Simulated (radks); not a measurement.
Numerical settings for the magnesium ion Mg+, [Ne] 3s1. Method: non-relativistic Kohn-Sham, PBEsol, spin-polarised, spherical densities, point nucleus; open shells are filled with parallel spins first; computed with a radial shooting solver on a logarithmic mesh with Libxc functionals. The defaults (mesh step 0.008 in ln r, mesh end at 40 bohr or more with all orbitals vanishing there, Anderson mixing 0.5 over 9 steps, residual threshold near 1e-9 with the energy settled to 1e-9 hartree or 1e-11 of itself, here a cap of 51 iterations) give E = -199.2408 hartree and 3s at -11.868 eV in 15 iterations. Run on one thread of a shared host, so times are rough (Intel(R) Xeon(R) Platinum 8488C): 0.1 s of CPU time, 0.1 s wall, 15 iterations on 2476 mesh points. Changes against that run (0 stands for a change within the tolerance of the run):

setting,iterations,converged,E (mhartree),e(3s) (meV),CPU (s)
mesh step in ln r 0.05,15,yes,+0.000625,+0.00327,0.02
mesh step in ln r 0.02,15,yes,0,0,0.04
mesh step in ln r 0.005,15,yes,0,0,0.15
mesh end (bohr) 20,15,yes,0,0,0.1
mesh end (bohr) 1,13,level above zero,+3.52e+04,+5.79e+05,0.07
residual threshold 1e-13,51,no,0,0,0.23
residual threshold 1e-05,10,yes,0,0,0.08
mixing 0.2,17,yes,0,0,0.11
"linear mixing, mixing 0.8",27,yes,0,0,0.14
"linear mixing, mixing 1",51,no,0,-0.0102,0.28
mixing history 3,17,yes,0,0,0.1
iteration cap 5,5,no,+0.273,+111,0.04

Settled on a wrong energy, with an occupied level pushed above zero by the early mesh end: mesh end (bohr) 1 (+35.2 hartree). Apart from these: no run marked as converged misses the energy by more than 1 mhartree. A mesh that ends early acts as a hard wall.
